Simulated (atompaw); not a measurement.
**Pseudopotential generation for Tm: PAW (atompaw), PBEsol, scalar-relativistic.**

* Element: Tm (Z = 69)
* Generator: atompaw 4.2.0.5
* Type: PAW
* Functional: PBEsol
* Relativity: scalar-relativistic
* Frozen core: [Kr] 4d10 4f12
* Valence charge: 11
* Reference configuration: 5s2 5p6 5d1 6s1.5 6p0.5
* Partial waves: 5s (bound): rc 1.80 bohr; 6s (bound): rc 2.60 bohr; 5p (bound): rc 2.50 bohr; 6p (bound): rc 2.20 bohr; 5d (bound): rc 2.60 bohr; 5d channel at 2.3 Ry: rc 2.60 bohr
* Local potential: ultrasoft scheme with l = 3 at 0 Ry, radius 2.45 bohr
* Core correction: smooth core density matched at 1.70 bohr
* Augmentation charge: sinc compensation charge, radius 2.25 bohr; PAW radius 2.60 bohr; waves and projectors: custom polynom2 7 10 vanderbiltortho

All-electron outer shells of the reference configuration (PBEsol, scalar-relativistic, ld1.x):

| shell | level (eV) | outermost node (bohr) | outermost maximum (bohr) |
| --- | --- | --- | --- |
| 4d | -179.57 | 0.24 | 0.50 |
| 5s | -58.42 | 0.59 | 1.08 |
| 5p | -31.13 | 0.63 | 1.24 |
| 4f | -10.32 | – | 0.49 |
| 6s | -4.94 | 1.46 | 3.13 |
| 5d | -2.55 | 0.71 | 1.85 |
| 6p | -1.65 | 1.78 | 4.28 |

(1) Estimate the cutoffs (Ry, on a coarse ladder) from which the occupation-weighted sum of valence levels, in a spherical-Bessel basis at the reference potential, stays within 10 and 1 mRy of its value at 400 Ry.

(2) What does a ghost test show?

(3) Is the overlap operator S = 1 + Σ q|β⟩⟨β| positive definite (Bessel basis up to 400 Ry)?

Answers

(1) 30 Ry and 70 Ry.

(2) No extra level below or beside the all-electron valence levels (s, p, d, f tested).

(3) Yes: its lowest eigenvalue is 0.39 (s channel).
